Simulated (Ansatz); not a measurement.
The cluster Li8S4, relaxed as a quintet with UKS PBE0-D4/def2-SVP in Ansatz, starting from the PBE0-D4/def2-SVP geometry of the neutral singlet. Force threshold 0.02 eV/Å.

The relaxation made no stability test and no search for a lower SCF solution. At PBE0-D4/def2-SVP a singlet of charge 0 lies 5.88 eV below the quintet, each at its own geometry. The structure comes from a short search, and lower isomers may exist.

Start:

```xyz
12

Li    0.225   -0.482   -2.516
Li   -1.631   -0.449    1.191
Li   -2.109    1.191   -0.849
Li   -0.457   -2.521    0.006
Li    0.404    0.744    2.423
Li    2.399   -0.869    0.315
Li    0.983    2.336   -0.436
Li    0.161    0.045   -0.118
S    -1.673   -1.027   -1.238
S     1.977    0.535   -1.445
S     0.603   -1.432    1.724
S    -0.882    1.929    0.942
```

| step | energy (eV) | largest force component (eV/Å) | SCF passes |
| --- | --- | --- | --- |
| 1 | -44954.4092 | 1.192 | 111 |
| 2 | -44955.3209 | 0.631 | 44 |
| 3 | -44955.8328 | 0.355 | 39 |
| 4 | -44956.1495 | 0.303 | 34 |
| 5 | -44956.3309 | 0.177 | 31 |
| 6 | -44956.4172 | 0.170 | 31 |
| 7 | -44956.4798 | 0.239 | 29 |
| 8 | -44956.5585 | 0.204 | 27 |
| 9 | -44956.6252 | 0.110 | 28 |
| 10 (rejected) | -44956.6250 | 0.238 | 28 |
| 11 | -44956.6377 | 0.051 | 28 |
| 12 | -44956.6454 | 0.062 | 28 |
| 13 | -44956.6659 | 0.108 | 28 |
| 14 | -44956.7203 | 0.172 | 28 |
| 15 | -44956.7845 | 0.177 | 28 |
| 16 | -44956.8340 | 0.102 | 29 |
| 17 | -44956.8533 | 0.104 | 29 |
| 18 | -44956.8589 | 0.059 | 28 |
| 19 | -44956.8607 | 0.065 | 28 |
| 20 | -44956.8636 | 0.016 | 30 |

Force components are those of the run's own axes.

End:

```xyz
12

Li    0.5074   -1.3152   -2.5630
Li   -2.1528   -0.3743    0.9823
Li   -1.2872    1.3765   -1.1123
Li   -0.2816   -2.5422    0.1803
Li    0.6693    0.7317    2.7722
Li    2.7686   -0.2030   -0.9103
Li    1.1654    2.2247    0.1390
Li    0.3940   -0.1773    0.2411
S    -1.4361   -0.9925   -1.2988
S     0.9049    0.9048   -1.8926
S    -0.3540   -1.2676    2.2051
S    -0.8981    1.6344    1.2570
```

Bonds lost: Li6–S11 (atoms count from 1). Bonds formed: Li3–S10 (atoms count from 1). Metal–metal contacts that move far: Li2–Li5 2.66 to 3.52 Å, Li1–Li8 2.46 to 3.03 Å.

No frequencies were taken in this run, so the end may be a saddle point.

It took 3.4 min on 4 threads of Intel Xeon Platinum 8259CL on a shared host, peak host memory 0.81 GiB.
